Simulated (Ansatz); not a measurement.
Geometry optimisation, RKS PBE0/def2-SVP (Ansatz 0.2.0).

Input file:

```yaml
crystal:
  periodic: [false, false, false]
  atoms:
    - { symbol: "N", position_ang: [-1.782, -0.7076, -0.5234] }
    - { symbol: Si, position_ang: [-0.1512, -0.5546, -0.2872] }
    - { symbol: Si, position_ang: [0.5833, -1.6041, 1.6336] }
    - { symbol: C, position_ang: [0.3304, 1.2385, -0.2588] }
    - { symbol: C, position_ang: [0.6644, 1.9338, -1.323] }
    - { symbol: F, position_ang: [0.9393, 3.2679, -1.1854] }
    - { symbol: H, position_ang: [-2.0415, -0.2515, -1.4323] }
    - { symbol: H, position_ang: [-2.2911, -0.0946, 0.1532] }
    - { symbol: H, position_ang: [0.4705, -1.1452, -1.4448] }
    - { symbol: H, position_ang: [0.2997, -3.0584, 1.6573] }
    - { symbol: H, position_ang: [-0.0393, -0.9856, 2.8598] }
    - { symbol: H, position_ang: [2.1089, -1.432, 1.7953] }
    - { symbol: H, position_ang: [0.1042, 1.748, 0.6893] }
    - { symbol: H, position_ang: [0.7914, 1.6163, -2.3046] }
basis:
  gaussian: { orbitals: def2-SVP }
hamiltonian:
  xc: pbe0
relax:
  f_tol: 0.015
  max_steps: 40
```

Command:

```bash
$ ansatz run input.yaml --threads 2 --pin off --max-ram 3072MiB --backend cpu --events-out ev --progress --plain --runs-dir out
```

Question: Where does it end, and by what steps?

Answer: It converged. After 10 steps the energy has fallen by 0.600 eV; H8 moved furthest, 0.75 Å.

```
step  energy less start (eV)  largest force component (eV/Å)  accepted
   0                  0.0000                           4.003       yes
   1                 -0.3838                           1.751       yes
   2                 -0.4838                           1.352       yes
   3                 -0.5733                           0.486       yes
   4                 -0.5879                           0.166       yes
   5                 -0.5928                           0.154       yes
   6                 -0.5958                           0.101       yes
   7                 -0.5986                           0.026       yes
   8                 -0.5992                           0.077       yes
   9                 -0.5993                           0.039       yes
  10                 -0.5996                           0.013       yes
```

```xyz
14
Properties=species:S:1:pos:R:3
N -1.940 -0.776 -0.418
Si -0.242 -0.421 -0.355
Si 0.598 -1.513 1.548
C 0.233 1.389 -0.289
C 0.966 1.961 -1.244
F 1.335 3.238 -1.217
H -2.494 -0.429 -1.195
H -2.483 -0.761 0.438
H 0.401 -0.954 -1.600
H 0.397 -2.993 1.465
H -0.113 -1.017 2.771
H 2.058 -1.235 1.717
H -0.071 2.029 0.548
H 1.341 1.452 -2.140
```

The run took 54 s on 2 threads of Arm Neoverse V1, on a shared host, peak memory 0.34 GiB.
